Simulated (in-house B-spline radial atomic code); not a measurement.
Values are calculated unless marked as measured or tabulated.
# Mn in an electron gas of r_s = 1.5: phase shifts, screening and friction

A nucleus sits in a uniform electron gas with a rigid positive background. The Kohn-Sham equations are solved self-consistently in the spin-unpolarised LDA (PW92), non-relativistic, on B-splines with outgoing waves at the boundary and partial waves to l = 8. The model has no lattice, no bands and no magnetic solution. Atomic units; δ_l are the phase shifts at the Fermi level, counted so that each bound state adds π, and good to about 0.0005.

The density parameter is r_s = 1.5 bohr.

| l | δ_l (rad) |
| --- | --- |
| 0 | 8.4633 |
| 1 | 6.0359 |
| 2 | 2.3420 |
| 3 | 0.0935 |
| 4 | 0.0247 |
| 5 | 0.0064 |
| 6 | 0.0017 |
| 7 | 0.0002 |
| 8 | -0.0001 |

Bound levels below the band bottom (hartree): s -232.5, s -25.7, p -21.9, s -2.081, p -1.021.

Question: Check the Friedel sum rule, and say where the screening charge sits.

Answer: k_F = (9π/4)^(1/3)/r_s = 1.27944. The rule is Z = (2/π) Σ (2l + 1) δ_l. The terms are s 5.388, p 11.528, d 7.455, f 0.417 and 0.201 beyond, in all 24.988 against Z = 25. Bound states hold 6 s, 12 p, 0 d electrons, so the scattering states carry 6.99 in all; where a term is smaller than its bound count, the bound level has drawn weight out of the band.

Question: Find the transport cross section and the electronic stopping of a 2 keV Mn ion (mass 54.94 u).

Answer: σ_tr = (4π/k_F²) Σ (l + 1) sin²(δ_l − δ_(l+1)). The terms for l = 0 to 3 are 0.4290, 0.5505, 1.8206, 0.0189, all together 2.8209, so σ_tr = 7.677 × 2.8209 = 21.655 bohr². With n = 3/(4π r_s³) = 0.07074, the friction coefficient is Q = n k_F σ_tr = 1.9598. For v well below v_F = 1.279, dE/dx = Q v; with 24801 eV per u at v = 1, v = √(2000/(24801 × 54.94)) = 0.0383, so dE/dx = 0.07508 hartree/bohr = 38.6 eV/nm. The largest term couples the d and f waves.
